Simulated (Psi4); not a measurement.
Conformational energy of C2H7ClSi2, SMILES C=C[SiH2][SiH2]Cl. Scanned: dihedral C1–C2–Si3–Si4; all other coordinates were relaxed at GFN2-xTB. Points at φ and −φ are mirror images.

Geometry of the scan point at 90° (Å):
```
12

C     -1.8130    -0.8122     0.0691
C     -1.5135     0.4640    -0.1153
Si     0.2376     1.1521    -0.1998
Si     0.9565     1.1082    -2.4047
Cl     2.7454     2.0546    -2.5705
H     -1.0464    -1.5560     0.2167
H     -2.8285    -1.1779     0.0939
H     -2.3298     1.1632    -0.2539
H      1.0914     0.3418     0.6817
H      0.1990     2.5058     0.3750
H      1.1760    -0.2373    -2.9423
H      0.0700     1.7860    -3.3548
```

Level of theory: DF-MP2 (frozen core)/cc-pVTZ // GFN2-xTB in Psi4.

Scanned values (°): -150, -120, -90, -60, -30, 0, 30, 60, 90, 120, 150, 180.

Q: Describe the profile: where are the wells and the tops?

A: Lower than their neighbours: -120° (0.000 eV), 0° (0.021 eV), 120° (0.000 eV). Higher than their neighbours: -60° (0.042 eV), 60° (0.042 eV), 180° (0.094 eV). The whole profile spans 0.094 eV.
